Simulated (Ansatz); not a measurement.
```yaml
atoms:
  - { symbol: N, position_ang: [0.0000, 0.0000, -1.8278] }
  - { symbol: O, position_ang: [0.0000, 0.0000, 1.5993] }
```

Basis set: pcseg-2 (spherical functions). Charge 0, multiplicity 2.

Computed with Ansatz (development build ahead of 0.2.0); each method stands on the lowest determinant of its kind that the runs found.

(1) Give the atomization energy at this shape (free ground-state atoms in the same class of orbitals less the molecule, no zero-point energy) of doublet NO by ωB97X (unrestricted), PBE0 (unrestricted).

Answers

(1)

| method | atomization energy |
| --- | --- |
| ωB97X (unrestricted) | 0.01 eV |
| PBE0 (unrestricted) | 0.01 eV |

Caution: charge can spread falsely over distant fragments; the shape is not the minimum; the unrestricted determinant is a mixture of spin states.
